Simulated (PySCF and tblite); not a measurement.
Results of a calculation; reference values are marked as such.
2 E/Z isomers of C₅H₈N₂O, numbered alike:

```json
{"isomer": "A", "SMILES": "[CH3:1][O:2]/[C:3]([CH3:4])=[N:5]/[CH2:6][C:7]#[N:8]", "descriptors": "3=5 E"}
{"isomer": "B", "SMILES": "[CH3:1][O:2]/[C:3]([CH3:4])=[N:5]\\[CH2:6][C:7]#[N:8]", "descriptors": "3=5 Z"}
```

Protocol: conformer search, at most 5 conformers an isomer, GFN2-xTB geometries, energies B3LYP/def2-SVP (IEF-PCM, tetrahydrofuran) (D3(BJ) added where defined), weights at 298.15 K with GFN2-xTB thermal terms. Programs: PySCF with density fitting and tblite.

Q: Rank the isomers by free energy at 298.15 K.

A: 
```
isomer  ΔG (kcal/mol)  ΔE, lowest conformer  conformers  largest weight %  rms dipole (D)
     A            0.0                   0.0           2                78            5.24
     B            2.8                   2.4           2                69            7.73
```

At least one structure keeps an imaginary mode at the tight-binding level.
